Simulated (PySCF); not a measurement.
Bis(trichlorosilyl)methane, SMILES Cl[Si](Cl)(Cl)C[Si](Cl)(Cl)Cl (CH₂Cl₆Si₂), PBE0/def2-SVP optimised geometry.

```
11

Cl     2.87    -0.59     0.00
Si     0.81    -0.59     0.00
Cl     0.17    -1.51     1.71
Cl     0.17     1.35     0.00
C      0.22    -1.51    -1.50
Si    -1.54    -1.32    -2.09
Cl    -1.76     0.44    -3.12
Cl    -2.87    -1.35    -0.53
Cl    -1.99    -2.87    -3.36
H      0.39    -2.59    -1.31
H      0.87    -1.23    -2.35
```

Density from PySCF with PBE0/def2-TZVP at that geometry.

Minimum of the electron density along straight lines between bonded atoms, close to the bond critical point (lines longer than 1.1 times the sum of covalent radii, or with two minima, are not listed):

| bond | length / Å | ρ at the minimum / e bohr⁻³ | ∇²ρ there / e bohr⁻⁵ | position (fraction from the first atom) |
|---|---|---|---|---|
| Cl1–Si2 | 2.052 | 0.102 | 0.22 | 0.64 |
| Si2–Cl3 | 2.046 | 0.103 | 0.23 | 0.36 |
| Si2–Cl4 | 2.047 | 0.103 | 0.23 | 0.36 |
| Si2–C5 | 1.861 | 0.126 | 0.16 | 0.39 |
| C5–Si6 | 1.861 | 0.126 | 0.16 | 0.61 |
| Si6–Cl7 | 2.046 | 0.103 | 0.23 | 0.36 |
| Si6–Cl8 | 2.047 | 0.103 | 0.23 | 0.36 |
| Si6–Cl9 | 2.052 | 0.102 | 0.22 | 0.36 |
| C5–H10 | 1.104 | 0.263 | -0.85 | 0.65 |
| C5–H11 | 1.104 | 0.263 | -0.84 | 0.65 |
